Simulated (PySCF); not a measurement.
Working out the ionisation energy of In²⁺

In²⁺ [Kr] 4d10 5s1 (2S) → In³⁺ [Kr] 4d10 (1S). Computed with PySCF 2.14 in aug-cc-pwCVDZ-PP with ECP28MDF (6s5p4d1f, 48 functions), with scalar relativity through the core potential. Frozen: nothing. Energies in hartree (1 hartree = 27.21139 eV):

| part | In²⁺ (lower) | In³⁺ (upper) |
| --- | --- | --- |
| UHF | -188.389375 | -187.410888 |
| CCSD correlation | -0.309703 | -0.269499 |
| (T) | -0.004946 | -0.003863 |

Task: What does Hartree-Fock give?

Result: (-187.410888) − (-188.389375) = 0.978487 hartree = 26.626 eV.

Task: What do CCSD and CCSD(T) give?

Result: The CCSD correlation energies differ by 0.040204 hartree = 1.094 eV and the triples by 0.001083 hartree = 0.029 eV, so CCSD gives 27.720 eV and CCSD(T) 27.749 eV.

Measured between the centres of the two terms (NIST): 28.044 eV, so CCSD(T) (valence and next inner shell) is off by -0.295 eV.

A double-zeta basis recovers only part of the correlation energy.

What remains against the reference includes basis incompleteness and higher excitations.
